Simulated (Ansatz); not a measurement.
Molecule: TaOF2 (charge 0, doublet). SMILES of the parent species: [F][Ta](=[O])[F]

Atoms: Ta1, O2, F3, F4. Bonds: Ta1-O2, Ta1-F3, Ta1-F4.

Bond lengths (Å) and angles (degrees) optimised at HF/6-31G* with LANL2DZ past Ar with Ansatz (a quantum-chemistry and plane-wave program); PBE/6-31G* with LANL2DZ past Ar with Ansatz; B3LYP/LANL2DZ with Ansatz; B3LYP/6-31G* with LANL2DZ past Ar with Ansatz; MP2/6-31G* with LANL2DZ past Ar with Ansatz, each started from the B3LYP-D3(BJ)/def2-TZVP structure (Ansatz) of the last column. A row stands for all coordinates that are equal there. 6-31G* holds six Cartesian d functions. No wavenumbers were computed at PBE/6-31G* with LANL2DZ past Ar, B3LYP/LANL2DZ, MP2/6-31G* with LANL2DZ past Ar, so these may be saddle points.

```json
[
 {"coordinate": "Ta1-O2", "HF/6-31G* with LANL2DZ past Ar": "1.696", "PBE/6-31G* with LANL2DZ past Ar": "1.721", "B3LYP/LANL2DZ": "1.728", "B3LYP/6-31G* with LANL2DZ past Ar": "1.714", "MP2/6-31G* with LANL2DZ past Ar": "1.708", "B3LYP-D3(BJ)/def2-TZVP": "1.720"},
 {"coordinate": "Ta1-F3", "HF/6-31G* with LANL2DZ past Ar": "1.860", "PBE/6-31G* with LANL2DZ past Ar": "1.867", "B3LYP/LANL2DZ": "1.897", "B3LYP/6-31G* with LANL2DZ past Ar": "1.863", "MP2/6-31G* with LANL2DZ past Ar": "1.881", "B3LYP-D3(BJ)/def2-TZVP": "1.892"},
 {"coordinate": "O2-Ta1-F3", "HF/6-31G* with LANL2DZ past Ar": "115.3", "PBE/6-31G* with LANL2DZ past Ar": "112.9", "B3LYP/LANL2DZ": "113.1", "B3LYP/6-31G* with LANL2DZ past Ar": "113.5", "MP2/6-31G* with LANL2DZ past Ar": "113.0", "B3LYP-D3(BJ)/def2-TZVP": "113.9"},
 {"coordinate": "F3-Ta1-F4", "HF/6-31G* with LANL2DZ past Ar": "129.4", "PBE/6-31G* with LANL2DZ past Ar": "134.1", "B3LYP/LANL2DZ": "133.8", "B3LYP/6-31G* with LANL2DZ past Ar": "133.0", "MP2/6-31G* with LANL2DZ past Ar": "134.1", "B3LYP-D3(BJ)/def2-TZVP": "132.3"}
]
```

Mean signed difference of all 3 bond lengths from B3LYP-D3(BJ)/def2-TZVP: HF/6-31G* with LANL2DZ past Ar -0.029 Å, PBE/6-31G* with LANL2DZ past Ar -0.016 Å, B3LYP/LANL2DZ 0.006 Å, B3LYP/6-31G* with LANL2DZ past Ar -0.021 Å, MP2/6-31G* with LANL2DZ past Ar -0.011 Å.
